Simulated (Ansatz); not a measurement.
`B1C[AsH]1`, charge 0, multiplicity 1.

(1) Give a relaxed structure at PBE0-D4/def2-TZVP (Ansatz 0.2.0). (Estimate.)

Results:

(1) The calculation gave: 
Cartesian coordinates in Å:
```
B -0.4611 -0.7588 0.2052
C -0.3267 0.5294 -0.5572
As 1.4695 -0.3665 -0.1196
H -1.1944 -1.3779 0.9002
H -0.6491 1.4876 -0.1574
H -0.3304 0.5120 -1.6449
H 1.4922 -0.0257 1.3737
```
